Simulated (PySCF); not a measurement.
Computed shifts of a molecule C₃H₇BFN, B3LYP/pcSseg-1 (PySCF), GIAO, gas phase, equivalent atoms averaged, in ppm (number of nuclei): ¹⁹F: -134.5 (1). ¹³C: 49.7 (1), 30.2 (1), 13.8 (1). ¹⁵N: 105.6 (1). ¹H: 3.45 (1), 3.29 (1), 3.07 (1), 2.06 (2), 1.03 (2). References: ¹⁹F against CFCl3 (σ = 161.7 ppm); ¹¹B against BF3 (σ = 86.3 ppm); ¹³C against TMS (σ = 181.3 ppm); ¹⁵N against NH3 (σ = 265.5 ppm); ¹H against TMS (σ = 31.68 ppm), references at their B3LYP-D3(BJ)/def2-TZVP geometries, non-relativistic. The structure is a stationary point at PBE0-D3(BJ)/def2-SVP. Other conformers were not sampled.

Question: Which structure fits?
(A) C=C(C)B(N)F
(B) NB(F)C1CC1
(C) C=CCB(N)F
(D) FB1CCCN1

Answer: D, FB1CCCN1
